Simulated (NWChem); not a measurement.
## Relativistic effects in CuI

SMILES: [Cu][I]
```xyz
2

Cu     0.0000     0.0000    -1.5331
I      0.0000     0.0000     0.8389
```
Charge 0, spin multiplicity 1.

Everything below was run with NWChem. Structure: optimised with PBE/def2-SVP with def2 effective core potentials on I, a minimum by its harmonic frequencies.

Functional PBE0, all-electron basis x2c-SVPall-2c, contracted for the X2C Hamiltonian and used here with ZORA. The ion keeps the geometry and has multiplicity 2 in the scalar run; the spin-orbit run starts from the same electron counts.

Relative cost: rough, from shared machines, SCF included, scalar ZORA = 1.

The structure started from a generated list of species. No SCF solution was tested for a lower state.

| Hamiltonian | ΔSCF ionisation energy (eV) | HOMO (eV) | LUMO (eV) | gap (eV) | relative cost |
|---|---|---|---|---|---|
| scalar ZORA | 9.01 | -6.62 | -2.80 | 3.82 | 1 |
| spin-orbit ZORA | 8.71 | -6.35 | -2.78 | 3.57 | 4 |

From scalar ZORA to spin-orbit ZORA the ionisation energy drops by 0.30 eV.
